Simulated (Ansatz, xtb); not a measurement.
## Loss of HF: C2HF5 → C2F4 + HF

Species: C2HF5 (pentafluoroethane) `FC(F)C(F)(F)F`, singlet; C2F4 (tetrafluoroethylene) `FC(F)=C(F)F`, singlet; HF (hydrogen fluoride), singlet. 

Shapes, held fixed at every level: PBE0-D4/def2-TZVP. Programs: Ansatz 0.2.0, xtb 6.7.1, xtb 6.7.1 later snapshot. The zero-point and thermal change to 298 K, harmonic and unscaled (PBE0-D4/def2-TZVP), is -10.8 kJ/mol.

Problem. Estimate ΔH(298 K) of this reaction.

Solution. The highest level, CCSD(T)/CBS estimate, gives ΔH(298 K) = +168.9 kJ/mol; the levels span +155.9 to +202.1. The column of differences is taken from that level and isn't an error. No measured value is set beside it here. The CBS estimate extrapolates MP2 from def2-TZVPP and def2-QZVPP and adds CCSD(T) − MP2 in the triple-zeta set, cores frozen.

| level | kind | ΔH(298 K) (kJ/mol) | less CCSD(T)/CBS estimate |
| --- | --- | --- | --- |
| GFN1-xTB | semi-empirical | +191.9 | +23.0 |
| PBE-D4/def2-TZVPP | GGA | +155.9 | -13.0 |
| B3LYP-D4/def2-TZVPP | global hybrid | +159.3 | -9.6 |
| PBE0-D4/def2-TZVPP | global hybrid | +173.4 | +4.5 |
| wB97M-V/def2-TZVPP | range-separated hybrid | +178.2 | +9.3 |
| wB97X-V/def2-TZVPP | range-separated hybrid | +187.8 | +18.9 |
| MP2/def2-SVP | perturbation theory | +202.1 | +33.2 |
| CCSD(T)/CBS estimate | coupled cluster or CI | +168.9 | 0.0 |
